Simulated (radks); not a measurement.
Initial-state core-level shifts of the tungsten ion W3+ when its valence configuration changes from [Xe] 4f14 5d3. Method: scalar-relativistic Kohn-Sham, r2SCAN, spin-unpolarised, spherical densities, finite nucleus; meta-GGA in the generalised Kohn-Sham scheme; Fermi nuclear charge, rms radius 5.3658 fm; computed with a radial shooting solver on a logarithmic mesh with Libxc functionals. Shifts are changes of the shell-averaged eigenvalues in eV (positive: less bound); the change of the density at the nucleus, which sets a Mossbauer isomer shift, is in e/bohr^3, on a base of 1.515e+06.

valence,2s,2p,4s,4d,density at nucleus
4f14 5d2 6s1,-3.895,-3.898,-3.800,-3.816,+151.5
4f12 5d3 6p2,-34.410,-34.146,-34.403,-32.706,+199.1
4f12 5d5,-23.017,-22.747,-23.277,-21.582,+164.8
4f12 5d4 6s1,-27.259,-26.993,-27.394,-25.704,+332.4
4f12 5d2 6s1 6p2,-38.858,-38.598,-38.658,-36.963,+383.6
4f12 5d3 6s2,-31.607,-31.344,-31.589,-29.902,+514.4
4f13 5d3 6s1,-15.268,-15.144,-15.374,-14.579,+239.2
4f13 5d3 6p1,-16.697,-16.572,-16.810,-16.011,+94.9
4f14 5d2.5 6p0.5,-2.664,-2.666,-2.623,-2.629,+7.4
